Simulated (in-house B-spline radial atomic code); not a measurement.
Results of a calculation; reference values are marked as such.
# Correlation energy from the adiabatic connection: −V exp(−r²/w²), V = 1.57, w = 10.6

Two electrons in a singlet, external potential −V exp(−r²/w²), V = 1.57, w = 10.6 (atomic units). Full CI in B-splines (partial waves to l = 8, correlation up to 0.6 % small) with the density held fixed gives W(λ) = <V_ee>_λ − U, and E_c is the integral of W(λ) − W(0) from 0 to 1.

| λ | W(λ) − W(0) (hartree) |
| --- | --- |
| 0 | 0.00000 |
| 0.02 | -0.00200 |
| 0.05 | -0.00488 |
| 0.12 | -0.01103 |
| 0.25 | -0.02070 |
| 0.4 | -0.02963 |
| 0.6 | -0.03885 |
| 0.8 | -0.04593 |
| 1 | -0.05152 |

Q: Integrate the table by the trapezoid rule.

A: The strips give -0.00002, -0.00010, -0.00056, -0.00206, -0.00377, -0.00685, -0.00848, -0.00974, which sum to -0.03159 hartree. The direct value, W(1) − W(0) + T_c with T_c = 0.01979, is -0.03174; the curve is convex, so chords lie above it and the trapezoids fall short in size by 0.47 %.

Q: Now use only three numbers: W(0) = -0.26924, the initial slope W'(0) = -0.1019 (extrapolated from the first points) and the strong-coupling limit of the point-charge-plus-continuum model, W∞ = -0.36716. What do second-order theory and the interpolation W(λ) = W∞ + (W(0) − W∞)/√(1 + 2χλ) of Seidl, Perdew and Levy give?

A: Second order keeps the slope alone: E_c = W'(0)/2 = -0.05095, +61 % in size against -0.03174. Matching the slope fixes χ = W'(0)/(W∞ − W(0)) = -0.1019/(-0.09792) = 1.04065. Integrating, with s = √(1 + 2χ) = 1.755361, E_c = −(W(0) − W∞)(s − 1)/(s + 1) = −0.09792 × 0.755361/2.755361 = -0.02684 hartree, -15.4 % in size against the full result. At λ = 1 the formula gives W − W(0) = -0.04214 against -0.05152. Part of the miss can come from the model's W∞.
